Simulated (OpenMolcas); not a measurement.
**Se I: effect of correlating more closed shells**

```yaml
Program: OpenMolcas 26.06
Basis: ANO-RCC-VQZP [7s6p4d2f1g]
Scalar_Hamiltonian: DKH2, point nucleus
Active_space: 6 electrons in 8 orbitals (4s 4p 5s 5p)
State_averaging: 2S+1 = 3 even, 3 roots; 2S+1 = 1 even, 6 roots
Spin-orbit_coupling: state interaction with AMFI integrals over the reference wave functions, term energies averaged over their components
```

Methods on the same reference wave functions:
A. CASSCF
B. SS-CASPT2, IPEA 0.25 Eh, imaginary shift 0.1 Eh (closed shells correlated: 3d)
C. SS-CASPT2, IPEA 0.25 Eh, imaginary shift 0.1 Eh (closed shells correlated: 3s 3p 3d)

Energies in cm-1 above 4s2 4p4 3P2, the measured ground level; measured values from NIST Handbook of Basic Atomic Spectroscopic Data.

```
      Level      A      B      C  Measured
4s2 4p4 3P2    0.0    0.0    0.0       0.0
4s2 4p4 3P1   1767   1789   1790      1989
4s2 4p4 3P0   2278   2330   2330      2534
4s2 4p4 1D2  11523   9850   9810      9576
4s2 4p4 1S0  20888  22550  22500     22446
```

Deviations, from unrounded energies. A percentage is the sum of absolute deviations over the sum of measured energies, with the sign that they share, or ± where signs differ.

```json
{"Against measurement": "mean absolute deviation (cm-1)", "Levels": "4", "A": "1000", "B": "200", "C": "170"}
{"Against measurement": "fine structure of the ground term (%)", "Levels": "2", "A": "-10.6", "B": "-9.0", "C": "-9.0"}
{"Against measurement": "other terms of the ground configuration (%)", "Levels": "2", "A": "±10.9", "B": "+1.2", "C": "+0.9"}
```

C lies closest to measurement on these levels and A furthest from it. The largest miss of C in the table is 4s2 4p4 1D2, by +230 cm-1. The ranking rests on the paired levels alone, and a cruder setting can come out closer through cancelling errors.

Between B and C the level of the table that moves most is 4s2 4p4 1S0, by 58 cm-1 (lowest in C, highest in B). Moves below CASPT2's spread within the term are not significant.

The mean deviations of B to C differ by less than CASPT2's widest spread within a term (69 cm-1), so their order carries little weight.

From A to B the spin-free energies of the other terms of 4s2 4p4 shown, above 3P, scale by factors of 0.84 to 1.09.

The lowest spin-free term lies below A's lowest term by 0.194 hartree in B, 0.253 hartree in C.

What an inner shell adds also hangs on whether the basis holds functions to correlate it.

CASPT2 breaks the degeneracy within a term, and the mean is taken; among the terms shown or strongly mixed into the levels shown the widest spread is 69 cm-1 (4s2 4p4 1D, C). Active for correlation alone: 5p 5s; no level in the range computed is led by a configuration that fills them, so any true level of that kind is missing. Without dynamic correlation excited terms often stand tens of per cent too high (terms of higher spin than the ground term too low), and those without a measured partner can miss by more than the paired ones (holds for A). Computed and measured levels are paired by configuration, term and J; levels that our copy of the source lacks, or whose pairing is in doubt (as where it misses far off the trend of its configuration), stay unpaired and out of the deviations. Only configurations of the active space appear.
